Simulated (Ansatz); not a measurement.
C₂H₈N₂Si (`C=NCN[SiH3]`), relaxed with RKS PBE0-D4/def2-TZVP in Ansatz from a PBE-D4/def2-SVP geometry. The force threshold is 0.005 eV/Å; the program also tests the step.

Total charge 0; spin multiplicity 1.

Start:

```xyz
13

C    -0.206    0.610   -2.159
N    -0.100   -0.473   -1.495
C     0.879   -0.513   -0.409
N     0.297   -0.914    0.852
Si   -0.652    0.189    1.833
H    -0.947    0.681   -2.981
H     0.413    1.523   -1.960
H     1.389    0.475   -0.267
H     1.663   -1.245   -0.709
H    -0.018   -1.889    0.843
H    -1.992    0.621    1.277
H     0.174    1.432    2.027
H    -0.900   -0.499    3.147
```

(1) How much energy does the relaxation release, and in how many steps? (Best estimate.)

(2) Which bonds change most? (Estimate.)

(3) Give the relaxed structure. (An estimate is asked.)

## Answers

(1) Ansatz gave: 1.59 kcal/mol, in 13 steps, 3 of them rejected.

(2) Ansatz gave: N4–Si5 from 1.755 to 1.725 Å; C1–H7 from 1.121 to 1.100 Å; Si5–H11 from 1.513 to 1.493 Å; C3–H8 from 1.121 to 1.102 Å.

(3) The calculation gave: 
```xyz
13

C    -0.211    0.608   -2.126
N    -0.094   -0.472   -1.492
C     0.872   -0.511   -0.407
N     0.282   -0.905    0.841
Si   -0.639    0.188    1.807
H    -0.929    0.678   -2.942
H     0.382    1.506   -1.899
H     1.362    0.467   -0.269
H     1.645   -1.232   -0.693
H    -0.003   -1.874    0.845
H    -1.950    0.617    1.237
H     0.184    1.413    1.993
H    -0.899   -0.482    3.106
```
